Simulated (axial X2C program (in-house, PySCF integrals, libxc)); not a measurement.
# Bond lengths and stretching modes, held linear, of SnCO⁺

Computed with an in-house all-electron X2C program for linear molecules (integrals from PySCF): two-component X2C with atomic mean-field Coulomb and Gaunt terms, Gaussian nuclei, basis Sn dyall-v3z, C dyall-v3z, O dyall-av3z with contracted cores. Spin-free rows use the one-electron spin-free X2C Hamiltonian.

Masses Sn 119.902, C 12.000, O 15.995 u. States: 2c Ω = 1/2 (beyond evenly filled blocks: ω = 1/2); spin-free M_S = 1/2, Λ = 1 (beyond evenly filled blocks: π+α).

MP2, 2c: energies above the lowest point

| r(Sn–C) (Å) | r(C–O) (Å) | E (meV) |
| --- | --- | --- |
| 2.4122 | 1.0891 | 130.47 |
| 2.4122 | 1.1170 | 27.45 |
| 2.4122 | 1.1449 | 25.08 |
| 2.4740 | 1.0891 | 110.42 |
| 2.4740 | 1.1170 | 8.31 |
| 2.4740 | 1.1449 | 6.81 |
| 2.4740 | 1.1728 | 88.16 |
| 2.5358 | 1.0891 | 102.63 |
| 2.5358 | 1.1170 | 1.03 |
| 2.5358 | 1.1449 | 0.00 |
| 2.5977 | 1.1170 | 3.00 |
| 2.5977 | 1.1728 | 83.81 |

**Question.** Fit a quadratic surface with cubic terms in each bond: where is the minimum, and what are the two stretching wavenumbers?

**Answer.** At MP2, 2c: bonds 2.551 and 1.131 Å; harmonic stretches 161.9 and 2164.2 cm⁻¹; force constants 0.352, 18.9 and coupling 0.04 mdyn/Å.

The other levels and Hamiltonians give:

| Hamiltonian | level | r(Sn–C) (Å) | r(C–O) (Å) | lower stretch (cm⁻¹) | upper stretch (cm⁻¹) |
| --- | --- | --- | --- | --- | --- |
| 2c | PBE0 | 2.478 | 1.116 | 172.1 | 2277.9 |
| 2c | HF | 2.568 | 1.091 | 172.5 | 2501.6 |
| 2c | LDA | 2.316 | 1.126 | 224.4 | 2174.0 |
| spin-free | PBE0 | 2.439 | 1.117 | 184.7 | 2269.5 |
| spin-free | HF | 2.665 | 1.092 | 130.3 | 2495.9 |
| spin-free | LDA | 2.291 | 1.127 | 233.8 | 2162.7 |
| spin-free | MP2 | 2.516 | 1.131 | 174.1 | 2162.3 |

Each state is one determinant, the lowest of a limited PBE0 search; the stretches come from a fit to these few points and carry an uncertainty of a few per cent. Other orders of the atoms were not compared. The levels spread by more than a fifth, so the stretches depend strongly on the method. MP2 freezes inner shells (threshold -2 hartree). The molecule was held linear; bending was not examined, so a bent shape may lie lower. Note: functional without a current term on a determinant with orbital currents, of the molecule or an atom.
